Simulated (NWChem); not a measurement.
System: CH6OSi2; SMILES [SiH2](C=O)[SiH3]

Excerpt of the output:

```
             Northwest Computational Chemistry Package (NWChem) 7.3.0
             --------------------------------------------------------

                             Geometry "geometry" -> ""
                             -------------------------

 Output coordinates in angstroms (scale by  1.889725989 to convert to a.u.)

  No.       Tag          Charge          X              Y              Z
 ---- ---------------- ---------- -------------- -------------- --------------
    1 O                    8.0000     0.80425800    -2.27790500    -0.32289300
    2 C                    6.0000     0.14270200    -1.64800100     0.46192900
    3 Si                  14.0000    -0.90924000    -0.11351700    -0.08139600
    4 Si                  14.0000     0.47338200     1.78485300     0.00030800
    5 H                    1.0000     0.14468900    -1.92542300     1.55453800
    6 H                    1.0000    -2.05714400     0.05494700     0.86453400
    7 H                    1.0000    -1.41111600    -0.34527800    -1.46748100
    8 H                    1.0000    -0.29849500     3.00237300    -0.39418000
    9 H                    1.0000     1.62624600     1.60384800    -0.93173200
   10 H                    1.0000     0.99168100     1.96727300     1.39078700

 Effective nuclear repulsion energy (a.u.)     194.9010051805

                                 NWChem DFT Module
                                 -----------------

 Summary of "ao basis" -> "ao basis" (spherical)
 ------------------------------------------------------------------------------
       Tag                 Description            Shells   Functions and Types
 ---------------- ------------------------------  ------  ---------------------
 O                          def2-svp                 6       14   3s2p1d
 C                          def2-svp                 6       14   3s2p1d
 Si                         def2-svp                 8       18   4s3p1d
 H                          def2-svp                 3        5   2s1p

 in cosmo_initialize ...
 calling solv_data for solv:cychexon

 solvent parameters
 solvname_short: cychexon
 solvname_long:  cyclohexanone
 dielec:       15.6190
 dielecinf:     2.1045
 nonaqueous SMD model solvent descriptors
 dielec:       15.6190
 sola:          0.0000
 solb:          0.5600
 solc:          0.0000
 solg:         49.7600
 solh:          0.0000
 soln:          1.4507

          ---------------
          -cosmo- solvent
          ---------------
 Cosmo: York-Karplus, doi: 10.1021/jp992097l
 dielectric constant -eps-     =  15.62
 screen = (eps-1)/(eps    )    =   0.93598
 surface charge correction     = lagrangian

   van der Waals surface
 --------------------------

 ---------- ATOMIC COORDINATES (A.U.) ------------ VDWR(ANG.) --
     1    1.51982724   -4.30461628   -0.61017929     2.294
     2    0.26966768   -3.11427032    0.87291924     1.850
     3   -1.71821446   -0.21451603   -0.15381614     2.470
     4    0.89456227    3.37288310    0.00058204     2.470
     5    0.27342256   -3.63852188    2.93765086     1.200
     6   -3.88743848    0.10383477    1.63373237     1.200
     7   -2.66662258   -0.65248081   -2.77313698     1.200
     8   -0.56407376    5.67366229   -0.74489219     1.200
     9    3.07315933    3.03083325   -1.76071817     1.200
    10    1.87400536    3.71760691    2.62820634     1.200
 number of segments per atom =        128
 number of   points per atom =        128
 atom (   nspa,  nppa )
 ----------------------
    1 (     92,     0 )       0
    2 (     16,     0 )       0
    3 (     64,     0 )       0
    4 (     89,     0 )       0
    5 (     49,     0 )       0
    6 (     36,     0 )       0
    7 (     32,     0 )       0
    8 (     32,     0 )       0
    9 (     36,     0 )       0
   10 (     32,     0 )       0
 number of -cosmo- surface points =      478
 molecular surface =    152.932 angstrom**2
 molecular volume  =    149.113 angstrom**3
 -lineq- algorithm             =   0
 -bem- low  level              =   3
 -bem- from -octahedral-
 gaussian surface charge width =   4.50000
 degree of switching           =   1.00000
 switching function tolerance  =   0.00010
 atomic radii =
 --------------
    1  8.000  2.294
    2  6.000  1.850
    3 14.000  2.470
    4 14.000  2.470
    5  1.000  1.200
    6  1.000  1.200
    7  1.000  1.200
    8  1.000  1.200
    9  1.000  1.200
   10  1.000  1.200
 ...... end of -cosmo- initialization ......

 nat:                    10
 ixmem:                  5529
 calling mnsol_interface()
 G(SMD-CDS) energy (kcal/mol)  =     0.284
 SMD-CDS SASA (angstrom**2)    =   162.153

            General Information
            -------------------
          SCF calculation type: DFT
          Wavefunction type:  closed shell.
          No. of atoms     :    10
          No. of electrons :    48
           Alpha electrons :    24
            Beta electrons :    24
          Charge           :     0
          Spin multiplicity:     1
          Use of symmetry is: off; symmetry adaption is: off
          Maximum number of iterations: 150
          AO basis - number of functions:    94
                     number of shells:    46
          Convergence on energy requested:  1.00D-06
          Convergence on density requested:  1.00D-05
          Convergence on gradient requested:  5.00D-04

              XC Information
              --------------
                         B3LYP Method XC Potential
                     Hartree-Fock (Exact) Exchange  0.200
                        Slater Exchange Functional  0.800 local
                    Becke 1988 Exchange Functional  0.720 non-local
              Lee-Yang-Parr Correlation Functional  0.810
                  VWN I RPA Correlation Functional  0.190 local

             Grid Information
             ----------------
          Grid used for XC integration:  medium
          Radial quadrature: Mura-Knowles
          Angular quadrature: Lebedev.
          Tag              B.-S. Rad. Rad. Pts. Rad. Cut. Ang. Pts.
          ---              ---------- --------- --------- ---------
          O                   0.60       49          13.0       434
          C                   0.70       49          12.0       434
          Si                  1.10       88          11.0       590
          H                   0.35       45          13.0       434
          Grid pruning is: on
          Number of quadrature shells:   544
          Spatial weights used:  Erf1

      Superposition of Atomic Density Guess
      -------------------------------------

 Sum of atomic energies:        -692.78872712

      Non-variational initial energy
      ------------------------------

 Total energy =    -694.154447
 1-e energy   =   -1345.200795
 2-e energy   =     456.145343
 HOMO         =      -0.268812
 LUMO         =      -0.054780

   convergence    iter        energy       DeltaE   RMS-Dens  Diis-err
 ---------------- ----- ----------------- --------- --------- ---------
     COSMO gas phase
 d= 0,ls=0.0,diis     1   -695.5470964927 -8.90D+02  1.84D-02  8.17D-01
 d= 0,ls=0.0,diis     2   -695.2064685774  3.41D-01  1.28D-02  4.29D+00
 d= 0,ls=0.0,diis     3   -695.6551861477 -4.49D-01  1.74D-03  1.90D-02
 d= 0,ls=0.0,diis     4   -695.6567910872 -1.60D-03  7.31D-04  4.91D-03
 d= 0,ls=0.0,diis     5   -695.6574212045 -6.30D-04  1.56D-04  1.53D-04
  Resetting Diis
 d= 0,ls=0.0,diis     6   -695.6574447323 -2.35D-05  4.90D-05  1.65D-05
 d= 0,ls=0.0,diis     7   -695.6574475403 -2.81D-06  1.86D-05  9.51D-07
 d= 0,ls=0.0,diis     8   -695.6574473085  2.32D-07  1.07D-05  3.41D-06
 d= 0,ls=0.0,diis     9   -695.6574476572 -3.49D-07  2.42D-06  8.30D-08

   convergence    iter        energy       DeltaE   RMS-Dens  Diis-err
 ---------------- ----- ----------------- --------- --------- ---------
     COSMO solvation phase
 d= 0,ls=0.0,diis     1   -695.6604249734 -2.98D-03  1.30D-03  1.58D-03
 d= 0,ls=0.0,diis     2   -695.6604471278 -2.22D-05  3.76D-04  4.47D-03
 d= 0,ls=0.0,diis     3   -695.6609048170 -4.58D-04  9.24D-05  4.63D-05
 d= 0,ls=0.0,diis     4   -695.6609102797 -5.46D-06  3.20D-05  6.80D-06
 d= 0,ls=0.0,diis     5   -695.6609112505 -9.71D-07  1.08D-05  8.63D-07
 d= 0,ls=0.0,diis     6   -695.6609113775 -1.27D-07  2.66D-06  3.57D-08

         Total DFT energy =     -695.660911377490
      One electron energy =    -1347.682461646453
           Coulomb energy =      515.458646234371
    Exchange-Corr. energy =      -58.047330543326
 Nuclear repulsion energy =      194.901005180532

             COSMO energy =       -0.290770602615

 Numeric. integr. density =       48.000011134881

                                COSMO-SMD solvation results
                                ---------------------------

             internal energy in gas <Psi(g)|H|Psi(g)> =      -695.657447657225
         internal energy in solvent <Psi(s)|H|Psi(s)> =      -695.656860193725
                               delta internal energy  =         0.000587463500 (    0.37 kcal/mol)
   total free energy in solvent <Psi(s)|H+V/2|Psi(s)> =      -695.661363967341
 polarization energy contribution <Psi(s)|V/2|Psi(s)> =        -0.004503773616 (   -2.83 kcal/mol)
    total free energy in solvent including G(SMD-CDS) =      -695.660911377490
                       G(SMD-CDS) energy contribution =         0.000452589851 (    0.28 kcal/mol)
     1 M fixed-concentration free energy of solvation =        -0.003463720265 (   -2.17 kcal/mol)

                       DFT Final Molecular Orbital Analysis
                       ------------------------------------

 Vector   22  Occ=2.000000D+00  E=-3.437982D-01
              MO Center= -1.9D-01,  8.3D-01, -3.5D-02, r^2= 4.9D+00
   Bfn.  Coefficient  Atom+Function         Bfn.  Coefficient  Atom+Function
  ----- ------------  ---------------      ----- ------------  ---------------
    75     -0.243703   7 H  s                90     -0.244726  10 H  s
    85      0.238862   9 H  s                70      0.234173   6 H  s
    56     -0.200396   4 Si pz               38      0.196076   3 Si pz
    59     -0.144524   4 Si pz               91     -0.141909  10 H  s
    41      0.140101   3 Si pz               76     -0.139884   7 H  s

 Vector   23  Occ=2.000000D+00  E=-3.041435D-01
              MO Center= -2.2D-01,  6.2D-01, -5.0D-02, r^2= 3.7D+00
   Bfn.  Coefficient  Atom+Function         Bfn.  Coefficient  Atom+Function
  ----- ------------  ---------------      ----- ------------  ---------------
    36      0.234411   3 Si px               55     -0.224733   4 Si py
    39      0.187234   3 Si px               54     -0.183610   4 Si px
    37      0.181926   3 Si py               58     -0.179391   4 Si py
    40      0.157021   3 Si py               70     -0.156056   6 H  s
    57     -0.143659   4 Si px               75     -0.144338   7 H  s

 Vector   24  Occ=2.000000D+00  E=-2.417863D-01
              MO Center=  2.9D-01, -1.6D+00,  9.5D-02, r^2= 2.8D+00
   Bfn.  Coefficient  Atom+Function         Bfn.  Coefficient  Atom+Function
  ----- ------------  ---------------      ----- ------------  ---------------
     6      0.365370   1 O  pz                5     -0.305140   1 O  py
     9      0.276933   1 O  pz               65     -0.264162   5 H  s
     8     -0.243092   1 O  py               66     -0.217549   5 H  s
    37     -0.206500   3 Si py               31      0.200563   3 Si s
     4      0.184662   1 O  px               17      0.169805   2 C  s

 Vector   25  Occ=0.000000D+00  E=-5.865256D-02
              MO Center=  1.6D-01, -1.3D+00,  1.5D-01, r^2= 3.2D+00
   Bfn.  Coefficient  Atom+Function         Bfn.  Coefficient  Atom+Function
  ----- ------------  ---------------      ----- ------------  ---------------
    21      0.357032   2 C  px               18      0.348723   2 C  px
     7     -0.317826   1 O  px                4     -0.313871   1 O  px
    22      0.281935   2 C  py               57      0.276057   4 Si px
     8     -0.248735   1 O  py               19      0.249592   2 C  py
    81      0.244293   8 H  s                 5     -0.238294   1 O  py

 Vector   26  Occ=0.000000D+00  E= 1.048554D-02
              MO Center= -3.6D-01,  4.9D-01, -4.5D-03, r^2= 4.8D+00
   Bfn.  Coefficient  Atom+Function         Bfn.  Coefficient  Atom+Function
  ----- ------------  ---------------      ----- ------------  ---------------
    40      0.888110   3 Si py               17      0.747101   2 C  s
    58      0.636920   4 Si py               81     -0.500428   8 H  s
    86      0.414015   9 H  s                39     -0.403255   3 Si px
    71     -0.396598   6 H  s                66     -0.317576   5 H  s
    22      0.305323   2 C  py               50     -0.292303   4 Si s

 Vector   27  Occ=0.000000D+00  E= 1.671959D-02
              MO Center= -1.7D-01,  9.4D-01, -2.5D-02, r^2= 4.4D+00
   Bfn.  Coefficient  Atom+Function         Bfn.  Coefficient  Atom+Function
  ----- ------------  ---------------      ----- ------------  ---------------
    59      0.826976   4 Si pz               41      0.754177   3 Si pz
    91     -0.717602  10 H  s                76      0.647241   7 H  s
    86      0.595697   9 H  s                71     -0.519524   6 H  s
    57     -0.250616   4 Si px               39     -0.176845   3 Si px
    90     -0.175493  10 H  s                75      0.159682   7 H  s

     Multipole analysis of the density
     ---------------------------------

     L   x y z        total         alpha         beta         nuclear
     -   - - -        -----         -----         ----         -------
     0   0 0 0     -0.000000    -24.000000    -24.000000     48.000000

     1   1 0 0     -0.500304     -0.424125     -0.424125      0.347946
     1   0 1 0      0.568479      0.619479      0.619479     -0.670479
     1   0 0 1      0.581552      0.224953      0.224953      0.131646

     2   2 0 0    -31.636277    -69.329417    -69.329417    107.022556
     2   1 1 0      2.116129     -0.665308     -0.665308      3.446745
     2   1 0 1      0.620321      0.568979      0.568979     -0.517636
     2   0 2 0    -34.350975   -234.783089   -234.783089    435.215203
     2   0 1 1     -2.339279      0.485676      0.485676     -3.310631
     2   0 0 2    -30.210106    -33.821722    -33.821722     37.433339
```

Level: B3LYP/def2-SVP, SMD on the gas-phase geometry. All runs use the structure optimised with PBE0/def2-SVP. Solvent: cyclohexanone.

### Question
Which NWChem input produces such a log?

### Answer
This is not unique; one that fits is the input that was run:
```
start job
memory heap 200 mb stack 900 mb global 1100 mb
geometry units angstroms noautosym nocenter noautoz
  O      0.804258    -2.277905    -0.322893
  C      0.142702    -1.648001     0.461929
  Si    -0.909240    -0.113517    -0.081396
  Si     0.473382     1.784853     0.000308
  H      0.144689    -1.925423     1.554538
  H     -2.057144     0.054947     0.864534
  H     -1.411116    -0.345278    -1.467481
  H     -0.298495     3.002373    -0.394180
  H      1.626246     1.603848    -0.931732
  H      0.991681     1.967273     1.390787
end
basis spherical
  O library def2-svp
  C library def2-svp
  Si library def2-svp
  H library def2-svp
end
dft
  xc b3lyp
  iterations 150
end
cosmo
  do_cosmo_smd true
  solvent cychexon
end
task dft energy
```
